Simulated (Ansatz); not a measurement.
`N#C[SiH](F)F` and `C[SiH](F)F` differ in one atom or group.

Ansatz, PBE0-D4/def2-TZVP geometries, multiplicity 1. 

```tsv
property	`N#C[SiH](F)F`
size of the dipole moment (B3LYP/def2-TZVPP) / D	2.55
HOMO energy (PBE0/def2-TZVPP) / eV	-10.65
HOMO–LUMO gap (PBE/def2-TZVPP) / eV	6.66
HOMO energy (B3LYP/def2-TZVPP) / eV	-10.38
LUMO energy (PBE/def2-TZVPP) / eV	-2.38
HOMO–LUMO gap (PBE0/def2-TZVPP) / eV	9.25
```

Give the same properties after the change, and the shifts. (Best estimate.)

Ansatz gave: 
```tsv
property	`C[SiH](F)F`	shift
size of the dipole moment (B3LYP/def2-TZVPP) / D	2.12	-0.43
HOMO energy (PBE0/def2-TZVPP) / eV	-9.37	1.28
HOMO–LUMO gap (PBE/def2-TZVPP) / eV	8.05	1.39
HOMO energy (B3LYP/def2-TZVPP) / eV	-9.17	1.21
LUMO energy (PBE/def2-TZVPP) / eV	0.14	2.52
HOMO–LUMO gap (PBE0/def2-TZVPP) / eV	10.42	1.17
```

With PBE0 the HOMO rises by 1.28 eV and the LUMO rises by 2.45 eV, so the gap widens by about 1.17 eV. PBE moves the HOMO by 1.13 eV and ωB97M-V by 1.34 eV. The zero-point energy changes by 73.3 kJ/mol with +6 modes. Dipoles are sizes alone; their direction can turn.

B3LYP here is the variant with VWN-RPA as its local correlation; programs differ in this.
